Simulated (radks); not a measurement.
The numbers below are computed, except where a source is named.
The table gives one normalised radial function P(r) = r R(r) (large component) of Sr in [Kr] 5s2 (r in bohr). Code: a radial shooting solver on a logarithmic mesh with Libxc functionals. Model: Dirac Kohn-Sham, PBEsol, spin-unpolarised, spherical densities, finite nucleus; Fermi nuclear charge, rms radius 4.224 fm.

r,P
0.001778,0.0427
0.002053,0.0485
0.00239,0.0554
0.00276,0.0626
0.003188,0.0707
0.003711,0.0801
0.004286,0.0899
0.00499,0.1010
0.005762,0.1124
0.006655,0.1243
0.007747,0.1374
0.008947,0.1498
0.01042,0.1625
0.01203,0.1736
0.01389,0.1830
0.01617,0.1900
0.01868,0.1926
0.02174,0.1897
0.02511,0.1799
0.029,0.1618
0.03376,0.1321
0.03899,0.0929
0.04539,0.0395
0.05242,-0.0215
0.06054,-0.0901
0.07048,-0.1659
0.0814,-0.2337
0.09476,-0.2912
0.1094,-0.3212
0.1264,-0.3170
0.1471,-0.2665
0.1699,-0.1715
0.1962,-0.0356
0.2285,0.1363
0.2638,0.3007
0.3072,0.4409
0.3547,0.5084
0.4097,0.4869
0.4769,0.3562
0.5508,0.1399
0.6412,-0.1535
0.7405,-0.4477
0.8552,-0.7087
0.9956,-0.9030
1.15,-0.9830
1.339,-0.9526
1.546,-0.8342
1.785,-0.6633
2.078,-0.4684
2.4,-0.3035
2.794,-0.1709
3.227,-0.0883
3.727,-0.0403
4.339,-0.0151
5.011,-0.0050
5.833,-0.0013
6.737,-0.0003
7.78,0.0000
9.058,0.0000
10.46,0.0000
12.18,0.0000
14.06,0.0000

Which n and l does it have? It may be an empty orbital.

Answer. n = 4, l = 0: the number of nodes gives n - l - 1 = 3, the rise at small r points to l (this Dirac orbital starts outside the nucleus as r^gamma with gamma = sqrt((l + 1)^2 - (Z/c)^2) = 0.96; the j = 1/2 orbital of l + 1 starts with the same power, but with a smaller coefficient, and then steepens), and the extent must fit the shell. The curve is that of 4s1/2. 4s1/2: eigenvalue -40.857 eV, 3 radial nodes at r = 0.0500, 0.203, 0.594 bohr, <r> = 1.36 bohr, 90 % of the charge inside 1.99 bohr.
